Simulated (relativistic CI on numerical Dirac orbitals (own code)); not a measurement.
What each ingredient does to the levels of K14+

Base calculation: Dirac-Coulomb-Breit CI, separate exchange-only KLI orbitals for each configuration, a model potential for QED, unscaled Slater integrals.

CI space (outside the closed core 1s2): 2s²2p, 2s2p², 2p³, 2p²3s, 2p²3p, 2p²3d, 2s²3s, 2s²3p, 2s²3d, 2s2p3s, 2s2p3p, 2s2p3d, 2s²4s, 2s²4p, 2s²4d, 2s²4f. Levels of other configurations are missing.

The lowest level and the first level of each name with at least 55 % of one term (blank where a level has no safe partner in the second run):

```tsv
Level	Base (cm⁻¹)	Shift (cm⁻¹)
2s²2p ²P°1/2	0	0
2s²2p ²P°3/2	28898	+43
2s2p² ⁴P1/2	244391	-100
2s2p² ⁴P3/2	255536	-99
2s2p² ⁴P5/2	270123	-97
2s2p² ²D3/2	448566	-58
2s2p² ²D5/2	450058	-58
2s2p² ²S1/2	560192	-175
2s2p² ²P1/2	597221	-122
2s2p² ²P3/2	608748	-98
2p³ ⁴S°3/2	775619	+56
2p³ ²D°3/2	882864	+316
2p³ ²D°5/2	885810	+306
2p³ ²P°1/2	991227	+144
```

At this charge energies of transitions that change n are usually good to better than 1 %, and those within a shell (Δn = 0) to a few per cent.

**Question.** One thing was changed in a second run, which moved the levels as shown. Which?
A. one mean potential for all configurations
B. configuration mixing switched off
C. QED terms removed
D. only the first 3 configurations
E. Breit term removed

**Answer.** A. One mean potential for all configurations. One potential for all configurations removes the relaxation of the orbitals, which moves whole configurations and changes the integrals a little.
